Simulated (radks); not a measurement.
Charge is removed step by step from the 4s up level of the manganese ion Mn+, starting from [Ar] 3d5 4s(up 1, down 0). All-electron calculation, non-relativistic Kohn-Sham, SCAN, spin-polarised, spherical densities, point nucleus; open shells are filled with parallel spins first; meta-GGA in the generalised Kohn-Sham scheme. Program: a radial shooting solver on a logarithmic mesh with Libxc functionals.

| removed (e) | E - E(0) (eV) | eigenvalue (eV) |
|---|---|---|
| 0 | 0.000 | -12.856 |
| 0.1 | 1.325 | -13.621 |
| 0.2 | 2.723 | -14.354 |
| 0.3 | 4.193 | -14.974 |
| 0.4 | 5.716 | -15.546 |
| 0.5 | 7.299 | -16.130 |
| 0.6 | 8.944 | -16.739 |
| 0.7 | 10.641 | -17.367 |
| 0.8 | 12.418 | -18.003 |
| 0.9 | 14.249 | -18.634 |

The mean slope of the eigenvalue, de/dn, is 6.42 eV per electron.
